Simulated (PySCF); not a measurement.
Excitation energy of Ge by level of theory

Ge [Ar] 3d10 4s2 4p2 (3P) → Ge [Ar] 3d10 4s1 4p3 (5S), as a difference of total energies. All numbers are calculated (PySCF 2.14, scalar relativity by spin-free X2C-1e, in x2c-QZVPPall). Correlated levels: valence: [Ar] 3d10 frozen. The calculations carry no spin-orbit coupling.

```tsv
method	excitation energy (eV)
UHF	3.488
MP2 (valence)	4.423
SCS-MP2 (valence)	4.848
CCSD (valence)	4.612
CCSD(T) (valence)	4.657
```

Errors of the correlated levels include the incompleteness of this basis and the frozen core.

Q: Which method comes closest to the reference value, and which is furthest?

A: The reference is 5.078 eV (measured; NIST levels, between the centres of gravity of the two terms). Closest: SCS-MP2 (valence) (error -0.230 eV); furthest: UHF (error -1.590 eV).
